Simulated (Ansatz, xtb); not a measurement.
Two isomers of H9NOSi3

Structure X is `N[Si](O)([SiH3])[SiH3]`, a singlet and structure Y is `N[SiH2][SiH2][SiH2]O`, a singlet. Both are isolated molecules in the gas phase, relaxed with r2SCAN-D4/def2-SVP; the shapes shown needn't be the lowest conformers.

X (Å):

| atom | x (Å) | y (Å) | z (Å) |
| --- | --- | --- | --- |
| N | 0.9454 | 0.8402 | 1.3734 |
| O | 0.1769 | -0.3071 | -1.0715 |
| Si | 0.8214 | -0.6134 | 0.4558 |
| Si | -0.6026 | -2.0543 | 1.6539 |
| Si | 3.0023 | -1.4742 | 0.2495 |
| H | 1.6467 | 1.5358 | 1.1337 |
| H | 0.1073 | 1.2893 | 1.7324 |
| H | 0.0705 | -1.0715 | -1.6519 |
| H | 0.0470 | -2.5579 | 2.9042 |
| H | -0.9808 | -3.2391 | 0.8183 |
| H | -1.8663 | -1.3428 | 2.0325 |
| H | 3.0369 | -2.5942 | -0.7451 |
| H | 3.9405 | -0.4092 | -0.2322 |
| H | 3.5141 | -1.9976 | 1.5544 |

Y (Å):

```xyz
14

N     1.1767    2.5653   -0.4714
O    -1.7282   -1.8066   -0.3845
Si    0.0252    1.2639   -0.3616
Si    0.3443   -0.1996   -2.1702
Si   -1.4159   -1.7377   -2.0331
H     1.2356    3.0903   -1.3393
H     1.2754    3.1969    0.3195
H    -1.4286    1.6585   -0.3687
H     0.2753    0.5517    0.9264
H     0.2717    0.5422   -3.4721
H     1.6789   -0.8749   -2.0981
H    -2.6103   -1.2410   -2.7948
H    -1.0846   -3.0916   -2.5872
H    -2.4764   -2.3469   -0.1034
```

Estimate E(Y) − E(X) at the level CCSD(T)/def2-SVP + ΔMP2/def2-TZVPP.

Calculated at CCSD(T)/def2-SVP + ΔMP2/def2-TZVPP: E(Y) − E(X) = +3.4 kcal/mol, so structure X lies lower.

How the difference moves with the method:

| level | geometry | E(Y) − E(X) (kcal/mol) | departure from the last row (kcal/mol) | job, with rough time for the two |
| --- | --- | --- | --- | --- |
| GFN2-xTB | GFN2-xTB | −3.0 | −6.4 | optimisation, 0.44 s |
| HF/STO-3G | GFN2-xTB | +4.2 | +0.8 | single point, 0.44 s |
| r2SCAN-D4/def2-SVP//GFN2-xTB | GFN2-xTB | +5.8 | +2.4 | single point, 3.1 s |
| r2SCAN-D4/def2-SVP | r2SCAN-D4/def2-SVP | +4.1 | +0.7 | optimisation, 60 s |
| HF/def2-SVP | r2SCAN-D4/def2-SVP | +1.7 | −1.7 | part of the CCSD(T) run |
| MP2/def2-SVP | r2SCAN-D4/def2-SVP | +2.4 | −1.0 | part of the CCSD(T) run |
| CCSD(T)/def2-SVP | r2SCAN-D4/def2-SVP | +2.7 | −0.7 | single point |
| CCSD(T)/def2-SVP + ΔMP2/def2-TZVPP | r2SCAN-D4/def2-SVP | +3.4 |  | single point, 36 s |

As drawn, both hold the same kinds of bond in the same numbers.

GFN2-xTB puts the two in the other order. The largest departure from CCSD(T)/def2-SVP + ΔMP2/def2-TZVPP is that of GFN2-xTB, 6.4 kcal/mol. The last row adds to CCSD(T) the change of the MP2 difference between the two basis sets, here +0.7 kcal/mol.

With thermal terms from frequencies at re-optimised GFN2-xTB minima (ideal gas, soft modes damped towards free rotors, one conformer each, 298.15 K, 1 atm): on the last row, ΔE + ΔZPE = +4.0, ΔH = +3.5, ΔG = +4.4 kcal/mol.

The correlated steps freeze 17 core orbitals. Codes used: Ansatz 0.2.0, xtb 6.7.1; the last row on 2 threads of Intel(R) Xeon(R) 6975P-C (Granite Rapids) on a shared host.
